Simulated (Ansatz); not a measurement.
SeCl2O⁻, that is SeOCl2 with one electron more. The state is a doublet with charge -1. Geometry B3LYP-D4/def2-SVP, that of the neutral singlet.

| atom | x (Å) | y (Å) | z (Å) |
| --- | --- | --- | --- |
| Se1 | 0.1092 | -0.1321 | -0.6520 |
| O2 | 0.9847 | -1.3441 | -0.0739 |
| Cl3 | -1.9156 | -0.2631 | 0.3365 |
| Cl4 | 0.8216 | 1.7394 | 0.3894 |

At PBE-D4/def2-TZVPD, r2SCAN-D4/def2-TZVPD, PBE0-D4/def2-TZVPD the highest occupied level of the charge -1 doublet lies above zero (up to 1.39 eV). By energy differences its removal costs 1.30 eV (vertical, to the charge 0 singlet, at PBE-D4/def2-TZVPD); a positive level beside a positive removal energy at the same level points to self-interaction error.

Task: Estimate the α-spin orbital energies around the gap (eV) in Ansatz with PBE-D4/def2-TZVPD, r2SCAN-D4/def2-TZVPD, PBE0-D4/def2-TZVPD.

Result: 
```json
{"orbital": "HOMO−5", "PBE-D4/def2-TZVPD": "-3.29", "r2SCAN-D4/def2-TZVPD": "-3.57", "PBE0-D4/def2-TZVPD": "-4.65"}
{"orbital": "HOMO−4", "PBE-D4/def2-TZVPD": "-2.95", "r2SCAN-D4/def2-TZVPD": "-3.24", "PBE0-D4/def2-TZVPD": "-4.35"}
{"orbital": "HOMO−3", "PBE-D4/def2-TZVPD": "-2.81", "r2SCAN-D4/def2-TZVPD": "-3.10", "PBE0-D4/def2-TZVPD": "-4.16"}
{"orbital": "HOMO−2", "PBE-D4/def2-TZVPD": "-2.58", "r2SCAN-D4/def2-TZVPD": "-2.85", "PBE0-D4/def2-TZVPD": "-3.89"}
{"orbital": "HOMO−1", "PBE-D4/def2-TZVPD": "-2.23", "r2SCAN-D4/def2-TZVPD": "-2.48", "PBE0-D4/def2-TZVPD": "-3.53"}
{"orbital": "HOMO", "PBE-D4/def2-TZVPD": "1.39", "r2SCAN-D4/def2-TZVPD": "1.25", "PBE0-D4/def2-TZVPD": "0.45"}
{"orbital": "LUMO", "PBE-D4/def2-TZVPD": "1.75", "r2SCAN-D4/def2-TZVPD": "1.86", "PBE0-D4/def2-TZVPD": "2.52"}
{"orbital": "LUMO+1", "PBE-D4/def2-TZVPD": "3.05", "r2SCAN-D4/def2-TZVPD": "3.61", "PBE0-D4/def2-TZVPD": "3.49"}
{"orbital": "LUMO+2", "PBE-D4/def2-TZVPD": "3.22", "r2SCAN-D4/def2-TZVPD": "3.68", "PBE0-D4/def2-TZVPD": "3.68"}
{"orbital": "LUMO+3", "PBE-D4/def2-TZVPD": "3.30", "r2SCAN-D4/def2-TZVPD": "3.88", "PBE0-D4/def2-TZVPD": "3.79"}
{"orbital": "LUMO+4", "PBE-D4/def2-TZVPD": "3.35", "r2SCAN-D4/def2-TZVPD": "3.91", "PBE0-D4/def2-TZVPD": "3.79"}
{"orbital": "LUMO+5", "PBE-D4/def2-TZVPD": "4.01", "r2SCAN-D4/def2-TZVPD": "4.66", "PBE0-D4/def2-TZVPD": "4.42"}
{"orbital": "β HOMO", "PBE-D4/def2-TZVPD": "-1.97", "r2SCAN-D4/def2-TZVPD": "-2.12", "PBE0-D4/def2-TZVPD": "-3.07"}
{"orbital": "β LUMO", "PBE-D4/def2-TZVPD": "1.95", "r2SCAN-D4/def2-TZVPD": "2.14", "PBE0-D4/def2-TZVPD": "2.77"}
```
